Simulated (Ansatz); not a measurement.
`B/C=C(\O)CN`, 14 atoms. The species carries charge 0 and has multiplicity 1. All runs use 4 threads of a server CPU on a shared host. Correlated methods freeze the cores.

Question: How many basis functions does each run have, and how long does it take in Ansatz? RKS ωB97M-V/def2-SVP energy; RKS PBE0-D4/def2-QZVPP energy; RKS PBE-D4/def2-TZVPP energy and forces; direct RPA on PBE orbitals/def2-TZVPP energy; RKS r2SCAN-D4/def2-TZVPP energy and forces; RKS ωB97X-V/def2-TZVPP energy; RKS PBE0-D4/def2-TZVP frequencies; RKS PBE0-D4/def2-SVP energy; RKS PBE0-D4/def2-TZVP relaxation (15 steps); RHF-MP2/def2-QZVPP energy; RKS SPW92 (LDA)/def2-TZVPP energy; RHF-CCSD(T)/def2-TZVPP energy. (An estimate is asked.)

Answer: Computed: Other jobs shared the machine, so times are rough.

```
                                level                    job  functions  wall time  peak host memory (GiB)
                 RKS PBE0-D4/def2-SVP                 energy        124      1.4 s                    0.28
           RKS SPW92 (LDA)/def2-TZVPP                 energy        298      1.6 s                    0.39
                RKS PBE-D4/def2-TZVPP      energy and forces        298      3.4 s                     0.4
                 RKS ωB97M-V/def2-SVP                 energy        124      5.5 s                    0.39
             RKS r2SCAN-D4/def2-TZVPP      energy and forces        298      6.5 s                    0.43
direct RPA on PBE orbitals/def2-TZVPP                 energy        298        9 s                    0.92
               RKS ωB97X-V/def2-TZVPP                 energy        298       10 s                    0.94
               RKS PBE0-D4/def2-QZVPP                 energy        582       11 s                     2.2
                   RHF-MP2/def2-QZVPP                 energy        582       41 s                     4.9
                RKS PBE0-D4/def2-TZVP  relaxation (15 steps)        234       64 s                    0.69
                RKS PBE0-D4/def2-TZVP            frequencies        234    4.1 min                    0.74
               RHF-CCSD(T)/def2-TZVPP                 energy        298     17 min                     4.1
```
